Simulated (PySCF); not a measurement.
Be(Me) (CH3Be), SMILES [Be+][CH3], charge +1. Geometry: PBE-D3(BJ)/def2-TZVPD. The spin state was assumed, not searched. The isomer is the one that the SMILES or the coordinates give; other isomers of the formula were not compared.

Computed equilibrium geometry at PBE-D3(BJ)/def2-TZVPD (PySCF confirms it by a frequency run) as bond lengths and angles, and its point group:
point group C3v.
Atoms: Be1 C2 H3 H4 H5. Bonded distances (Å): Be1–C2 1.655, C2–H3 1.103, C2–H4 1.103, C2–H5 1.103. Angles (°): Be1–C2–H3 109.2, Be1–C2–H4 109.2, Be1–C2–H5 109.2, H3–C2–H4 109.8, H3–C2–H5 109.8, H4–C2–H5 109.8.
Charge +1, spin multiplicity 1.
